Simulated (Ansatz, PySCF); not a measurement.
Bond stretch in HF₃Si, SMILES F[SiH](F)F. The Si2–H5 bond (Si2 also carries F, F, F; H5 carries nothing else) is stretched with both fragments frozen at the PBE0/def2-TZVP optimised geometry.

- RKS-PBE = restricted PBE/cc-pVDZ (Ansatz, a program for electronic structure)
- UKS-PBE = Ansatz with unrestricted PBE/cc-pVDZ
- RKS-PBE0 = restricted PBE0/cc-pVDZ run with PySCF
- UCCSD(T) = CCSD(T) on UHF/cc-pVDZ, 8 core orbitals frozen (PySCF)

Energies relative to the lowest point of each curve near equilibrium, in kcal/mol; the last columns give the difference from UCCSD(T):

| R / Å | RKS-PBE | UKS-PBE | RKS-PBE0 | UCCSD(T) | RKS-PBE − UCCSD(T) | UKS-PBE − UCCSD(T) | RKS-PBE0 − UCCSD(T) |
|---|---|---|---|---|---|---|---|
| 1.16 | 36.8 | 36.8 | 35.5 | 34.3 | 2.5 | 2.5 | 1.1 |
| 1.26 | 15.1 | 15.1 | 14.1 | 13.2 | 1.9 | 1.9 | 0.8 |
| 1.33 | 6.5 | 6.5 | 5.7 | 5.2 | 1.4 | 1.4 | 0.6 |
| 1.39 | 2.3 | 2.3 | 1.8 | 1.5 | 0.8 | 0.8 | 0.3 |
| 1.41 | 1.4 | 1.4 | 1.0 | 0.8 | 0.6 | 0.6 | 0.2 |
| 1.46 | 0.2 | 0.2 | 0.0 | 0.0 | 0.2 | 0.2 | 0.0 |
| 1.49 | 0.0 | 0.0 | 0.0 | 0.1 | -0.1 | -0.1 | -0.1 |
| 1.55 | 0.8 | 0.8 | 1.1 | 1.5 | -0.7 | -0.7 | -0.4 |
| 1.61 | 2.7 | 2.7 | 3.5 | 4.0 | -1.3 | -1.3 | -0.6 |
| 1.68 | 6.0 | 6.0 | 7.3 | 8.1 | -2.0 | -2.0 | -0.8 |
| 1.83 | 15.8 | 15.8 | 18.2 | 19.3 | -3.5 | -3.5 | -1.1 |
| 1.98 | 27.3 | 27.3 | 30.8 | 31.9 | -4.6 | -4.6 | -1.1 |
| 2.21 | 45.2 | 45.2 | 50.7 | 50.9 | -5.7 | -5.7 | -0.2 |
| 2.42 | 60.5 | 60.5 | 67.8 | 66.2 | -5.7 | -5.7 | 1.6 |
| 2.60 | 72.3 | 72.3 | 81.0 | 77.1 | -4.8 | -4.8 | 3.9 |
| 2.90 | 88.7 | 86.1 | 99.8 | 90.6 | -1.9 | -4.5 | 9.2 |
| 3.25 | 103.1 | 92.7 | 116.8 | 98.2 | 4.9 | -5.5 | 18.6 |
| 3.56 | 112.4 | 95.0 | 128.1 | 100.3 | 12.1 | -5.3 | 27.8 |
| 3.91 | 119.8 | 96.0 | 137.6 | 101.0 | 18.8 | -5.1 | 36.6 |
| 4.42 | 126.6 | 96.5 | 146.7 | 101.3 | 25.3 | -4.8 | 45.4 |
| 5.07 | 130.9 | 96.6 | 153.0 | 101.4 | 29.5 | -4.7 | 51.6 |

RKS-PBE is furthest from UCCSD(T) at 5.07 (29.5 kcal/mol, above); its mean absolute difference over the points is 6.1 kcal/mol.

UKS-PBE is furthest from UCCSD(T) at 2.21 (-5.7 kcal/mol, below); its mean absolute difference over the points is 3.1 kcal/mol.

RKS-PBE0 is furthest from UCCSD(T) at 5.07 (51.6 kcal/mol, above); its mean absolute difference over the points is 9.6 kcal/mol.

The restricted form behind RKS-PBE, RKS-PBE0 keeps the bonding electrons paired and can't separate into open-shell fragments. The unrestricted determinant behind UKS-PBE is spin-contaminated at 2.90 to 5.07 Å (<S²> up to 1.0, against 0.00 for a pure singlet). The unrestricted determinant behind UCCSD(T) is spin-contaminated at 2.21 to 5.07 Å (<S²> up to 1.0, against 0.00 for a pure singlet).
